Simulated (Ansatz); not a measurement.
A nudged elastic band was laid between two geometries of CH₇BSSn (11 atoms, charge 0, multiplicity 1).

Method: RKS PBE-D4/def2-SVP in Ansatz.

```
movable images  : 7
climbing image  : yes
spring          : 5.0 eV/Å²
optimiser       : fire
start path      : IDPP
force threshold : 0.05 eV/Å
iteration limit : 60
end points      : relaxed
largest step    : 0.5 Å
```

Image 0:

```xyz
11
Properties=species:S:1:pos:R:3
B -1.094 1.955 -0.321
Sn 0.161 0.097 -0.563
C 0.866 -0.704 1.341
S -1.261 -1.614 -1.622
H -2.287 1.939 -0.550
H -0.582 2.987 0.070
H 1.555 0.333 -1.579
H 1.524 0.034 1.839
H 1.433 -1.635 1.150
H -0.002 -0.930 1.989
H -0.247 -2.519 -1.732
```

Image 8:

```xyz
11
Properties=species:S:1:pos:R:3
B -0.573 2.133 -0.519
Sn 0.073 -0.027 -0.587
C 0.882 -0.745 1.308
S -1.921 -1.373 -1.117
H -1.737 2.446 -0.661
H 0.252 3.004 -0.318
H 1.269 -0.334 -1.814
H 0.120 -0.629 2.102
H 1.788 -0.167 1.571
H 1.144 -1.815 1.206
H -1.233 -2.550 -1.148
```

**Question.** Which bonds break or form, and what moves?

**Answer.** No bond is made or broken. The dihedral S4–Sn2–C3–H8 goes from 179 to -60°.

**Question.** What energy profile does the band end with?

**Answer.** The forces met the threshold. The highest image is number 4 of 0 to 8, 0.4 kcal/mol above the ends, which have the same energy within 2 meV. Another band between the same ends (7 images) ends at a top of the same energy, where a vibrational analysis finds 1 clearly imaginary mode.

| image | path coordinate (Å) | energy (kcal/mol) | dihedral S4–Sn2–C3–H8 (°) |
| --- | --- | --- | --- |
| 0 | 0.00 | 0.0 | 179 |
| 1 | 0.45 | 0.1 | -166 |
| 2 | 0.90 | 0.2 | -151 |
| 3 | 1.35 | 0.3 | -135 |
| 4 | 1.80 | 0.4 | -121 |
| 5 | 2.26 | 0.4 | -105 |
| 6 | 2.71 | 0.2 | -90 |
| 7 | 3.17 | 0.1 | -75 |
| 8 | 3.63 | 0.0 | -60 |

**Question.** What is the geometry of the highest image?

**Answer.** 
```xyz
11
Properties=species:S:1:pos:R:3
B -0.618 2.129 -0.493
Sn 0.106 -0.003 -0.578
C 0.852 -0.754 1.332
S -1.823 -1.399 -1.214
H -1.793 2.399 -0.633
H 0.173 3.027 -0.276
H 1.348 -0.250 -1.770
H 0.814 0.040 2.101
H 1.894 -1.103 1.210
H 0.206 -1.597 1.642
H -1.093 -2.546 -1.301
```

The band took 8 iterations and of the order of 2.6 core-minutes.

Run time: 81 s on 2 threads of Intel(R) Xeon(R) Platinum 8375C CPU @ 2.90GHz (Ice Lake), with other jobs on the host, peak memory 0.17 GiB.
